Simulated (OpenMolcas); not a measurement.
## Computed transition rates of Re III

```yaml
Program: OpenMolcas 26.06
Method: "MS-RASPT2, IPEA 0.25 Eh, imaginary shift 0.1 Eh (closed shells correlated: 5s)"
Basis: ANO-RCC-VTZP [8s7p5d3f2g1h]
Scalar_Hamiltonian: DKH2, point nucleus
Active_space: 11 electrons in 8 orbitals (RAS1 5p, at most 2 holes; RAS2 5d)
State_averaging: 2S+1 = 6 even, 1 root; 2S+1 = 4 even, 24 roots; 2S+1 = 2 even, 75 roots
Spin-orbit_coupling: RASSI with atomic mean-field integrals over the reference wave functions, term energies averaged over their components
```

Rates come from the transition moments of the reference wave functions (E1 and E2 in the length form). At fixed line strength A goes as λ^-3 for E1 and M1 and as λ^-5 for E2, so a rate at the computed wavelength can be rescaled to the measured one. Measured vacuum wavelengths follow from level energies in the list in Brasseur, Gamrath and Quinet, At. Data Nucl. Data Tables 157, 101636 (2024). Branching counts decays inside the model space alone, at computed energies, and the table is only a selection of the M1 lines, drawn from those between levels with measured partners whose computed energy lies within a factor of 1.5 of the measured one.

```csv
Upper,Lower,Type,λ computed (nm),λ measured (nm),A computed (s-1),A rescaled (s-1),Branching %
5d⁵ ⁴G_9/2,5d⁵ ⁴G_7/2 [72 %],M1,7678,6872,7.43e-02,1.04e-01,94.6
5d⁵ ²I_13/2,5d⁵ ²I_11/2,M1,4318,4136,1.21e-01,1.38e-01,22.3
5d⁵ ⁴D_7/2 [75 %],5d⁵ ⁴G_7/2 [72 %],M1,2179,2807,9.03e-01,,28.3
5d⁵ ²I_11/2,5d⁵ ⁴G_9/2,M1,1191,1278,8.57e-01,,20.5
5d⁵ ²I_11/2,5d⁵ ⁴G_11/2,M1,1123,1227,3.33e+00,,79.5
5d⁵ ²I_13/2,5d⁵ ⁴G_11/2,M1,891.2,946.3,4.17e-01,,77.3
5d⁵ ⁴G_7/2 [72 %],5d⁵ ⁶S_5/2,M1,519.2,592.1,2.21e-01,,25.3
5d⁵ ⁴D_7/2 [75 %],5d⁵ ⁶S_5/2,M1,419.3,488.9,8.31e-01,,26.1
```

Spin-changing lines and M1 lines between different terms are not rescaled, since their strength hangs on the term gaps too.

The largest correction is for 5d⁵ ⁴G_9/2 → 5d⁵ ⁴G_7/2 [72 %] (M1): 7.43e-02 × (7678 / 6872)^3 = 1.04e-01 s-1, a factor of 1.39.

These are rates of the free ion; in crystals, glasses and complexes forced electric-dipole and non-radiative decay shorten such lifetimes by orders of magnitude. No measured rate stands beside these. Rescaling mends the energy factor alone: line strengths can still be far off where a level mixes with configurations outside the active space, and weak or spin-changing lines hang on small mixing coefficients that depend on the term gaps too, so rescaling need not improve them.

Term energies are means over components that CASPT2 splits; among the terms shown or strongly mixed into the levels shown the widest spread is 310 cm-1 (5d⁵ ²F(1)). Blocks of more than 70 roots (2S+1 = 2 even) ran without multistate coupling. Active for correlation alone: 5p; no level in the range computed is led by a configuration that opens it, so any true level of that kind is missing. Some terms miss by over 15 % even with CASPT2, which points to a basis or an active space too small for the shells correlated. Computed and measured levels are paired by configuration, term and J; levels that our copy of the source lacks, or whose pairing is in doubt (as where it misses far off the trend of its configuration), stay unpaired. Levels of configurations outside the active space are missing.

A share in square brackets marks a mixed level and gives the weight of the term that names it. A number in round brackets counts repeated terms of one configuration in the order of the reference energies.
